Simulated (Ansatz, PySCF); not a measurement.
Donor–acceptor adduct: C3H9Ga (SMILES [CH3][Ga]([CH3])[CH3]) (first 13 atoms) with C2H6S (SMILES CSC); geometry from B3LYP-D3(BJ)/def2-TZVP, rigid monomers moved along the line of their centres of mass till Ga2···S15 is 2.40 Å.
(charge 0, multiplicity 1):
```xyz
22

C     -1.51032     0.33004     0.53177
Ga     0.30997    -0.26753     1.13283
C      1.81907     1.03866     0.96645
C      0.70473    -2.23053     1.09051
H     -1.54571     0.30108    -0.56090
H     -1.73796     1.35584     0.82954
H     -2.30959    -0.32094     0.89253
H      2.17880     1.06063    -0.06557
H      2.66384     0.76351     1.60109
H      1.51165     2.05503     1.22265
H      0.95315    -2.53711     0.07107
H      1.55590    -2.48568     1.72494
H     -0.15305    -2.82812     1.40708
C     -0.55537     1.59662     3.68380
S      0.06695    -0.09386     3.51383
C     -1.45351    -1.03658     3.78471
H     -0.89623     1.76985     4.70318
H      0.27624     2.26205     3.46103
H     -1.36161     1.77626     2.97535
H     -1.80628    -0.89386     4.80478
H     -1.20590    -2.08472     3.62955
H     -2.21753    -0.73623     3.07039
```

Interaction energies are E(AB) − E(A) − E(B) at the monomers' geometry in the complex; basis-set methods are counterpoise corrected. Rows marked so take none.

Rows in 3-21G, 6-31G* carry no dispersion term and start afresh at each structure (6-31G* with six Cartesian d functions); the Pople sets are all-electron and without relativity.

The values were computed with Ansatz (Gaussian orbitals); PySCF for 3-21G rows, 6-31G* rows. Values without a source in brackets are computed.

Q: One of these levels gives -346.7 meV for the interaction energy. Which?
(A) wB97X-V/def2-TZVPPD
(B) HF/3-21G (no counterpoise)
(C) HF/6-31G* (no counterpoise)
(D) B3LYP/6-31G* (no counterpoise)

A: B, HF/3-21G (no counterpoise). The others give -141.3 (HF/6-31G* (no counterpoise)), -310.2 (B3LYP/6-31G* (no counterpoise)), -679.7 (wB97X-V/def2-TZVPPD)

Ansatz is a quantum-chemistry and plane-wave program.
